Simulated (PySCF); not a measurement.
An unknown is described by computed data only.

Formula: C4H6F3NO2.

* Triplet: lowest triplet excitation (Tamm–Dancoff): 4.89 eV [TDA PBE0/def2-SVPD]
* Polarisability: 66.8 au [PBE0/def2-SVPD]
* UV, strongest line: among the 6 lowest singlet transitions: S4 at 7.47 eV (166 nm, f = 0.108) [TDDFT PBE0/def2-SVPD]
* Rotational structure: rotational constants A, B, C: 1.625, 1.222, 0.926 GHz [GFN2-xTB]
* NMR, other nuclei: isotropic shieldings of nuclei other than C and H, by class: 153 (1 N), -104 (1 O), 299 (1 O), 259 (3 F) ppm [GIAO PBE0/pcSseg-1]
* 13C NMR: chemical shifts (computed TMS as zero) by class: 166.8 (1 C), 131.7 (1 C), 86.8 (1 C), 60.3 (1 C) ppm [GIAO PBE0/pcSseg-1]

Electronic properties: PySCF, gas phase, density fitting. Levels stand in brackets. One conformer (not necessarily the lowest) at the GFN2-xTB geometry, without solvent, vibrations or thermal averaging. NMR values are class means; diastereotopic atoms form classes of their own.

Question: Propose a structure and show how it fits.

Answer: Numbering: `[CH3:1][O:2][C@@H:3]([C:4]([NH2:5])=[O:6])[C:7]([F:8])([F:9])[F:10]`. Its formula, C4H6F3NO2, gives 1 degree of unsaturation: 0 rings and 1 π bond in the structure found. 4 carbons fall into 4 classes; from least to most shielded: amide carbonyl carbon [C4] (166.8 ppm), CF3 carbon [C7] (131.7 ppm), sp3 carbon bound to oxygen [C3] (86.8 ppm), methoxy carbon [C1] (60.3 ppm). The other shieldings belong to: 153 ppm, amide nitrogen [N5]; -104 ppm, amide oxygen [O6]; 299 ppm, ether oxygen [O2]; 259 ppm, fluorine of a CF3 group [F8/F9/F10]. The optimised geometry has point group C1 and is an asymmetric top. Structure: `CO[C@@H](C(N)=O)C(F)(F)F`. The assignments are read from this structure; whether some other isomer fits the data as well wasn't checked. The mirror image fits equally.

The values belong to the conformer `[CH3:1][O:2][C@@H:3]([C:4]([NH2:5])=[O:6])[C:7]([F:8])([F:9])[F:10]`: C1–O2–C3–C4 78°, O2–C3–C4–N5 36°, O2–C3–C7–F8 180°, H–N5–C4–C3 3°, H–N5–C4–C3 177°.
